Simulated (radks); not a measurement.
Excited configurations of neutral antimony: one electron is placed in a higher orbital outside [Kr] 4d10 5s2 5p2. The ground configuration is [Kr] 4d10 5s2 5p3. Calculated with a radial shooting solver on a logarithmic mesh with Libxc functionals: Dirac Kohn-Sham, PBE, spin-unpolarised, spherical densities, point nucleus; open shells fill j = l - 1/2 first. Excitation = E - E(ground); binding = E(ion) - E, where the ion is the core of charge +1; n* = 1/sqrt(2 binding) in atomic units, and the quantum defect is n - n*.

outer orbital  excitation (eV)  binding (eV)     n*  quantum defect  eigenvalue (eV)
4f5/2                    7.044         0.916  3.854           0.146           -0.432
5f5/2                    7.324         0.636  4.625           0.375           -0.366
6p1/2                    5.741         2.218  2.477           3.523           -1.199
6d3/2                    6.775         1.184  3.389           2.611           -0.640
6f5/2                    7.499         0.461  5.432           0.568           -0.287
7p1/2                    6.735         1.225  3.332           3.668           -0.731
7d3/2                    7.200         0.760  4.232           2.768           -0.463

The Delta-SCF ionisation energy is 7.960 eV (NIST Atomic Spectra Database: 8.608 eV, measured). Self-interaction in the functional shifts the binding energies and quantum defects, so they are the method's values and not measured ones. Spin polarisation and multiplet splitting are left out, so open shells lie too high by an amount that depends on their filling.

Beside tabulated values, note that spin-unpolarised runs miss the spin-polarisation part of the exchange energy of open shells.
